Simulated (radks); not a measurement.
Polarisability of the scandium ion Sc+, [Ar] 3d1 4s1, at imaginary frequency. All-electron calculation, scalar-relativistic Kohn-Sham, LDA (Slater exchange, Perdew-Wang correlation), spin-unpolarised, spherical densities, finite nucleus; Fermi nuclear charge, rms radius 3.5459 fm. Program: a radial shooting solver on a logarithmic mesh with Libxc functionals. Response by self-consistent Sternheimer equations with the Hartree and adiabatic LDA kernel, the relativistic mass of each level held fixed and spin-orbit coupling left out.

w (hartree),alpha1(iw) (bohr^3)
0.00266,52.24
0.0143,51.79
0.0360,49.44
0.0697,43.16
0.118,32.95
0.186,22.16
0.280,13.93
0.413,8.704
0.605,5.556
0.892,3.581
1.35,2.217
2.12,1.218
3.59,0.5471
6.94,0.1850
17.5,0.03971

Static values: alpha1 = 52.26 bohr^3 (7.744 angstrom^3; uncoupled 74.38). C6 = 340.5, triple-dipole C9 = 12600 atomic units. One-pole (London) frequency 4 C6 / (3 alpha1^2) = 0.166 hartree, against 0.366 for minus the highest occupied eigenvalue.
